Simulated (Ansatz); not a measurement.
`C[N]=[Nb]([CH3])([NH2])[Cl]`. Charge 0, multiplicity 1. Correlated methods include outer-core shells of Nb, which these sets cover unevenly. Nb: def2 effective core potential.

```xyz
14

C    -1.948   -1.444    0.442
N    -0.896   -0.623   -0.043
Nb    0.416    0.266   -0.757
C     2.007    0.001    0.678
N    -0.162    2.136   -0.642
Cl    1.049   -0.538   -2.854
H    -2.233   -2.200   -0.298
H    -2.833   -0.841    0.671
H    -1.644   -1.959    1.359
H     2.879    0.597    0.382
H     2.297   -1.056    0.682
H     1.722    0.278    1.695
H     0.373    2.893   -1.051
H    -1.027    2.491   -0.263
```

**Question.** Give the diagnostics of a CCSD(T)/def2-TZVPP run (frozen core, the Gaussian-basis code of Ansatz). (Best estimate.)

**Answer.** The calculation gave: T1 = 0.0190, largest single amplitude 0.033, largest double 0.029, (T) share of the correlation energy 5.0 %, 12 CCSD cycles. The RHF solution is stable towards an unrestricted one. T1 lies under the customary mark of 0.02 for closed shells.
